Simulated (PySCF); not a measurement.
**Ga²⁺: ionisation energy**

Ga²⁺ [Ar] 3d10 4s1 (2S) → Ga³⁺ [Ar] 3d10 (1S), as a difference of total energies. Computed with PySCF 2.14 in def2-TZVPPD (7s5p5d1f, 54 functions), with the non-relativistic Hamiltonian (point nucleus). Correlated levels: valence and next inner shell: [Ne] frozen. The calculations carry no spin-orbit coupling.

| method | ionisation energy (eV) | difference from reference (eV) |
| --- | --- | --- |
| UHF | 29.184 | -1.542 |
| MP2 (valence and next inner shell) | 29.697 | -1.029 |
| SCS-MP2 (valence and next inner shell) | 29.600 | -1.126 |
| CCSD (valence and next inner shell) | 29.646 | -1.080 |
| CCSD(T) (valence and next inner shell) | 29.675 | -1.051 |

Reference: 30.726 eV (measured; NIST Atomic Spectra Database, ionization energies).

These non-relativistic numbers lack the scalar-relativistic shift.

Errors of the correlated levels include the incompleteness of this basis and the frozen core.
